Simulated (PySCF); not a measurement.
## Gas-phase XPS of Cu(PH3)Cl, computed

Cu(PH3)Cl (singlet state).
Geometry (PBE0-D3(BJ)/def2-SVP, Å), atoms numbered from 1 in this order:
```xyz
6
ClCuH3P angstrom
Cu    -0.0034    0.0005   -1.4457
P      0.0016    0.0006    0.7255
H     -1.2121   -0.2279    1.4242
H      0.4130    1.1670    1.4212
H      0.8085   -0.9379    1.4195
Cl    -0.0076   -0.0023   -3.5447
```

The calculation used delta-SCF UKS SCAN, pcX-2 on the ionised atom (unc-x2c-TZVPall on a metal), pcseg-1 elsewhere, spin-free X2C (PySCF). Each binding energy is the total energy of the core-ionised species, with the hole localised on one atom, minus that of the ground state; both are solved self-consistently, so orbital relaxation is included.

**Question.** Give the core binding energies atom by atom.

**Answer.** 
```
atom(s)   bonded to     level  binding energy (eV)  2p1/2 (eV)  count
     P2  3 H and Cu   P 2p3/2               138.52      139.41      1
    Cl6          Cu  Cl 2p3/2               203.74      205.40      1
    Cu1    Cl and P  Cu 2p3/2               938.74      959.40      1
     P2  3 H and Cu      P 1s              2152.19           –      1
    Cl6          Cu     Cl 1s              2826.38           –      1
```

**Question.** Express the binding energy of P 1s of P2 in atomic units and per mole.

**Answer.** 2152.19 eV = 79.0915 Eh = 207655 kJ/mol.

**Question.** Which photon energy gives electrons from P 1s of P2 a kinetic energy of 150 eV, and what is their de Broglie wavelength?

**Answer.** hν = 2152.19 + 150 = 2302.19 eV, recoil neglected; λ = 12.264 Å/√(E/eV) = 1.00 Å.

2p3/2 and 2p1/2 are the ΔSCF energy of one spin-free 2p hole plus the eigenvalues of a spin–orbit and ligand-field matrix of the shell. 2p1/2 minus 2p3/2 (ligand field included): Cu 20.65 eV, P 0.89 eV, Cl 1.65 eV. Satellites of the metal's 2p lines aren't described. Geometry: PBE0-D3(BJ)/def2-SVP; no solvent, vibrations or thermal averaging. Metal 2p energies of this one-determinant scheme are less reliable than its 1s energies.
